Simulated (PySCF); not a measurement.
**I²⁺ (iodine, charge +2) across methods**

[Kr] 4d10 5s2 5p2 6s1, high-spin 4P determinant (an excited configuration). All numbers are calculated (PySCF 2.14, no relativity, point nucleus, in dyall-av2z (22s16p12d, 130 functions)).

| method | E (hartree) | mean ε 5s β (eV) | mean ε 5p α (eV) | mean ε 6s α (eV) | Σ⟨r²⟩ (bohr²) | ⟨S²⟩ |
| --- | --- | --- | --- | --- | --- | --- |
| PBE | -6918.40 | -36.826 | -28.425 | -12.831 | 57.72 | 3.751 |
| LDA | -6913.11 | -37.343 | -28.519 | -13.008 | 57.46 | 3.751 |
| r2SCAN | -6918.94 | -36.948 | -28.976 | -12.795 | 58.44 | 3.753 |
| PBE0 | -6918.58 | -37.920 | -29.835 | -13.297 | 58.01 | 3.752 |
| UHF | -6916.40792 | -39.847 | -33.218 | -14.295 | 59.29 | 3.758 |
| revPBE | -6918.63 | -36.652 | -28.407 | -12.785 | 57.80 | 3.752 |
| PW91 | -6919.34 | -36.924 | -28.486 | -12.881 | 57.62 | 3.751 |
| wB97X | -6919.06 | -40.911 | -32.088 | -14.470 | 58.23 | 3.752 |

A non-relativistic calculation at this Z misses sizeable relativistic shifts. The outer electron is Rydberg-like, and this basis confines it to a smaller radius and binds it less than a complete one would.
